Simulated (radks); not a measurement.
Values are calculated unless marked as measured or tabulated.
Valence configurations of the osmium ion Os3+ (all share [Xe]). Code: a radial shooting solver on a logarithmic mesh with Libxc functionals. Model: Dirac Kohn-Sham, LDA (Slater exchange, Perdew-Wang correlation), spin-unpolarised, spherical densities, point nucleus; open shells fill j = l - 1/2 first. Energies are relative to 4f14 5d5; eigenvalues in eV.

| valence | E (eV) | e(4f5/2) | e(4f7/2) | e(5d3/2) | e(5d5/2) | e(6p1/2) |
|---|---|---|---|---|---|---|
| 4f14 5d5 | 0.000 | -84.159 | -81.348 | -35.774 | -34.502 | - |
| 4f14 5d4.5 6p0.5 | 5.698 | -86.572 | -83.759 | -37.545 | -36.232 | -24.458 |
| 4f13.5 5d4.5 6s1 | 29.462 | -93.325 | -90.460 | -39.406 | -37.999 | - |
| 4f13 5d6 | 51.266 | -94.990 | -92.076 | -37.712 | -36.312 | - |
| 4f13 5d5 6s1 | 56.821 | -98.863 | -95.946 | -40.427 | -38.955 | - |
| 4f13 5d5 6p1 | 64.456 | -99.971 | -97.054 | -41.371 | -39.885 | -25.821 |
| 4f13 5d3 6p3 | 100.46 | -110.99 | -108.06 | -49.253 | - | -29.296 |
| 4f12.5 5d4.5 6p2 | 109.96 | -110.74 | -107.77 | -46.098 | -44.458 | -27.691 |
| 4f12 5d5 6p2 | 142.80 | -116.54 | -113.51 | -47.168 | -45.461 | -27.914 |
| 4f11.5 5d4.5 6s1 6p2 | 188.82 | -126.74 | -123.66 | -51.167 | -49.314 | -29.196 |

NIST lists [Xe] 4f14 5d5 as the ground configuration; this level of theory agrees among the configurations tried. The energies are those of spherical spin-averaged densities, not of single terms.
